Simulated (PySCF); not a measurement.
Molecule: SMILES N#Cc1ccsc1, C₅H₃NS.

Cartesian coordinates in Å; atom numbers follow the order of the lines, from 1:
```xyz
10

N    -3.079   -0.524    0.056
C    -1.946   -0.279    0.021
C    -0.551    0.012   -0.020
C     0.478   -0.978    0.090
C     1.725   -0.426    0.020
S     1.661    1.280   -0.176
C    -0.045    1.287   -0.170
H     0.281   -2.043    0.214
H     2.687   -0.935    0.075
H    -0.607    2.213   -0.275
```

Geometry PBE0-D3(BJ)/def2-SVP throughout; GIAO in PySCF, gas phase, one conformer, non-relativistic; equivalent atoms averaged; functional PBE0.

Problem. How do the absolute shieldings σ depend on the basis set? (a selection of nuclei; ppm; last column core-seconds on shared hosts with different chips, so compare them loosely)

Solution. 
| basis set | functions | N1 | C7 | C5 | C4 | C3 | C2 | S6 | H9 | H8 | core-s |
| --- | --- | --- | --- | --- | --- | --- | --- | --- | --- | --- | --- |
| STO-3G | 42 | 59.1 | 109.0 | 115.6 | 126.1 | 137.5 | 142.9 | 525.0 | 25.81 | 25.90 | 3.2 |
| pcSseg-0 | 73 | -63.9 | 39.3 | 49.0 | 53.5 | 72.3 | 61.6 | 299.4 | 25.90 | 25.59 | 4.6 |
| 6-31G | 73 | -19.0 | 61.0 | 69.8 | 74.4 | 88.8 | 86.7 | 350.3 | 25.41 | 25.14 | 6.6 |
| 6-31G* | 108 | -14.1 | 61.9 | 71.1 | 71.1 | 86.4 | 88.7 | 325.4 | 25.01 | 24.81 | 9.6 |
| cc-pVDZ | 117 | -19.5 | 59.3 | 68.0 | 68.3 | 83.1 | 86.4 | 334.1 | 24.18 | 24.13 | 8.6 |
| def2-SVP | 117 | -25.3 | 56.3 | 65.8 | 65.9 | 82.1 | 84.2 | 334.3 | 24.42 | 24.22 | 7.6 |
| pcSseg-1 | 141 | -54.8 | 41.1 | 50.5 | 48.8 | 67.5 | 64.8 | 260.0 | 24.05 | 23.91 | 16 |
| aug-cc-pVDZ | 192 | -17.5 | 57.4 | 66.5 | 67.7 | 83.2 | 82.5 | 329.3 | 23.93 | 23.93 | 17 |
| 6-311+G(2d,p) | 215 | -42.2 | 45.0 | 54.5 | 52.8 | 70.1 | 67.6 | 245.2 | 24.09 | 24.05 | 25 |
| def2-TZVP | 241 | -44.5 | 44.5 | 54.0 | 51.2 | 68.5 | 67.5 | 222.6 | 24.09 | 24.03 | 24 |
| cc-pVTZ | 256 | -42.6 | 45.6 | 54.9 | 53.0 | 70.1 | 69.0 | 285.5 | 23.91 | 23.91 | 27 |
| IGLO-III | 284 | -51.4 | 37.8 | 47.7 | 45.4 | 63.3 | 62.4 | 251.4 | 23.98 | 23.95 | 27 |
| pcSseg-2 | 301 | -54.2 | 36.6 | 46.4 | 44.4 | 62.4 | 61.5 | 243.4 | 23.83 | 23.71 | 35 |

Problem. Which nucleus among those listed moves most, in ppm?

Solution. S6 (aromatic ring sulfur): from 222.6 ppm with def2-TZVP to 525.0 ppm with STO-3G. The smallest spread is 2.07 ppm, at H9. Proton shifts span only some 12 ppm, so a few tenths of a ppm matter as much there as several ppm in carbon.

Problem. Taking the largest basis, pcSseg-2 (301 functions), as the yardstick, rank the others by their worst heavy-atom deviation.

Solution. IGLO-III 8.0 ppm (284 functions), 6-311+G(2d,p) 12.1 ppm (215 functions), pcSseg-1 16.6 ppm (141 functions), def2-TZVP 20.8 ppm (241 functions), cc-pVTZ 42.2 ppm (256 functions), pcSseg-0 56.0 ppm (73 functions), 6-31G* 82.0 ppm (108 functions), aug-cc-pVDZ 86.0 ppm (192 functions), cc-pVDZ 90.8 ppm (117 functions), def2-SVP 90.9 ppm (117 functions), 6-31G 106.9 ppm (73 functions), STO-3G 281.6 ppm (42 functions).

A small basis that lands close on one nucleus may do so by chance; judge by the trend and by all nuclei.
